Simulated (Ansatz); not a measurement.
Au2O2⁻. Charge -1, multiplicity 4. Geometry PBE-D4/def2-TZVPD; atoms count from 1.

```xyz
4

Au    0.4988   -1.6848    1.9372
Au   -0.3880    0.7742    1.5328
O    -0.2480    0.9063   -1.3574
O     0.1371    0.0044   -2.1125
```

In the def2 sets Au takes a core potential; there is no spin–orbit coupling. The structure holds one bond between oxygen atoms, so isomers without such links may lie far lower. In the quartet geometry the species has come apart into loosely held pieces. At PBE0-D4/def2-TZVPD a doublet of charge -1 lies 1.11 eV below the quartet, each at its own geometry. The structure comes from a short search, and lower isomers may exist.

Estimate the Mulliken populations from the PBE0/def2-TZVPD orbitals of Ansatz.


| atom | charge (e) | spin (α − β) | d electrons |
| --- | --- | --- | --- |
| Au1 | -0.48 | 0.52 | 9.90 |
| Au2 | -0.44 | 0.57 | 9.85 |
| O3 | 0.03 | 0.96 | – |
| O4 | -0.11 | 0.96 | – |
Mulliken values depend strongly on the basis. With diffuse functions, as here, like atoms can get unlike values, and bond orders can come out too low or too high.

Where does the spin sit?

Summed by element: Au 1.08, O 1.92, of 3 unpaired in all. Largest on single atoms: O4 0.96, O3 0.96, Au2 0.57.

And the Mayer bond orders between heavy atoms (over 0.3)?

Au1–Au2 1.05 (2.65 Å); O3–O4 1.67 (1.24 Å).
